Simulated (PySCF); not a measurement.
**[Yb(BH4)2]+ at several levels of theory**

Computed with PySCF 2.14.0 (density fitting, no spin-orbit coupling) at the geometry relaxed with BP86:

```xyz
11
[Yb(BH4)2]+ (singlet in the valence; each metal's 4f electrons, 13 of them, lie in its core potential, out of spins and levels)
Yb    0.0000    0.0000    0.0000
B     0.0000    0.0000    2.3668
H     0.0000    0.0000    3.5698
H     1.1623    0.0009    1.8334
H    -0.5820    1.0061    1.8334
H    -0.5804   -1.0071    1.8334
B     0.0000    0.0000   -2.3668
H     0.0000    0.0000   -3.5698
H     1.1623   -0.0009   -1.8334
H    -0.5820   -1.0061   -1.8334
H    -0.5804    1.0071   -1.8334
```

```json
{"level": "BP86", "basis": "Yb lcecp-1-SVP with ECP59, B def2-SVP, H def2-SVP", "state": "singlet", "HOMO (eV)": "-12.80", "gap (eV)": "3.49", "charge on Yb1 (e)": "0.90", "population of f-type functions on Yb1 (polarisation alone where 4f lies in the core)": "0.03", "dipole about the centre of mass (D)": "0.00", "largest force component (eV/Å)": "0.01"}
{"level": "r2SCAN", "basis": "the same", "state": "singlet", "HOMO (eV)": "-13.05", "gap (eV)": "4.16", "charge on Yb1 (e)": "1.11", "population of f-type functions on Yb1 (polarisation alone where 4f lies in the core)": "0.03", "dipole about the centre of mass (D)": "0.00", "largest force component (eV/Å)": "0.21"}
{"level": "BP86", "basis": "Yb lcecp-1-TZVP with ECP59, B def2-TZVP, H def2-TZVP", "state": "singlet", "HOMO (eV)": "-12.84", "gap (eV)": "3.58", "charge on Yb1 (e)": "1.07", "population of f-type functions on Yb1 (polarisation alone where 4f lies in the core)": "0.03", "dipole about the centre of mass (D)": "0.00", "largest force component (eV/Å)": "0.35"}
```

In the lcecp rows the 4f levels are missing from HOMO and gap, and the state counts the valence alone.

Charges are Mulliken's, which hang on the basis. The relaxation used the grid (50, 194), these runs (75, 302) or, all-electron (x2c bases, spin-free X2C Hamiltonian), (99, 590).

Question: A further run in the first row's basis gives HOMO (eV) -13.51, gap (eV) 4.79, charge on Yb1 (e) 1.12, population of f-type functions on Yb1 (polarisation alone where 4f lies in the core) 0.03, dipole about the centre of mass (D) 0.00, largest force component (eV/Å) 0.26. Which level was it?
A. PBE0
B. B3LYP
C. TPSSh

Answer: C. The others give HOMO -13.90 eV (B3LYP); -14.14 eV (PBE0).

In the first row's basis the gap widens with exact exchange: 3.5 to 4.2 eV for BP86, r2SCAN (none); 4.8 to 5.7 eV for TPSSh, B3LYP, PBE0 (a fixed share).

A rough frequency check found unstable modes, so the relaxed geometry is probably a saddle point. An lcecp potential fixes the number of 4f electrons, so in runs with it no electron can move into or out of that shell.
